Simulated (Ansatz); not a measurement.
Input file for Ansatz (a quantum-chemistry and plane-wave program): R-B3LYP/def2-TZVPPD on AsH3 (SMILES [AsH3]). Files ending in .json are basis or fitting sets from the Basis Set Exchange.

Ansatz 0.2 input:
```yaml
crystal:
  periodic: [false, false, false]
  atoms:
    - {symbol: As, position_ang: [0.15060301, 0.83472521, 3.52482297]}
    - {symbol: H, position_ang: [-0.73360826, -0.40736304, 3.47267340]}
    - {symbol: H, position_ang: [-0.46807431, 1.39963958, 2.24988899]}
    - {symbol: H, position_ang: [-0.85593847, 1.57593348, 4.40156837]}
basis:
  gaussian:
    orbitals: def2-TZVPPD.json
hamiltonian:
  xc: {name: B3LYP}
scf: {lower_state_search: off}
```

### Question
Predict the final total energy.

### Answer
-2237.7117 hartree.
